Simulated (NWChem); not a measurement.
# An input for CH6ClGaSi (SMILES [SiH3][CH2][GaH][Cl])

CH6ClGaSi has 10 atoms, charge 0, and is taken as a singlet. SMILES: `[SiH3][CH2][GaH][Cl]`. The coordinates come from a PBE0-D4/def2-TZVP relaxation. This is one conformer, not always the lowest.

```csv
atom,x (Å),y (Å),z (Å)
Si,-0.9631,1.0557,0.3500
C,0.3321,-0.2479,0.7063
Ga,1.1377,-0.9965,-0.9055
Cl,0.0195,-2.5984,-1.8181
H,-2.0778,0.4709,-0.4401
H,-1.5151,1.6297,1.6063
H,-0.3640,2.1644,-0.4438
H,1.1177,0.1908,1.3285
H,-0.1388,-1.0660,1.2591
H,2.4518,-0.6026,-1.6426
```

Settings wanted:

| Setting | Value |
| --- | --- |
| task | gradient |
| method | HF |
| basis set | STO-3G |
| integral approximation | none |
| reference | RHF |
| relativity | none |
| SCF convergence threshold | 1e-08 |
| iteration cap | 80 |
| symmetry | none |
| module | scf |

Task: Write the NWChem 7.3.0 input and the command.

Result: This one ran through:

ch6clgasi.nw:
```
start ch6clgasi
memory 2200 mb

geometry units angstrom noautosym nocenter noautoz
   Si    -0.963100     1.055700     0.350000
   C      0.332100    -0.247900     0.706300
   Ga     1.137700    -0.996500    -0.905500
   Cl     0.019500    -2.598400    -1.818100
   H     -2.077800     0.470900    -0.440100
   H     -1.515100     1.629700     1.606300
   H     -0.364000     2.164400    -0.443800
   H      1.117700     0.190800     1.328500
   H     -0.138800    -1.066000     1.259100
   H      2.451800    -0.602600    -1.642600
end

basis spherical bse
   * library STO-3G
end

scf
   thresh 1e-08
   maxiter 80
end

task scf gradient
```

```bash
$ nwchem ch6clgasi.nw > ch6clgasi.out
```

Calculated total energy: -2682.04001 Eh, largest force 2.987 eV/Å. The shape is far from stationary at this level.
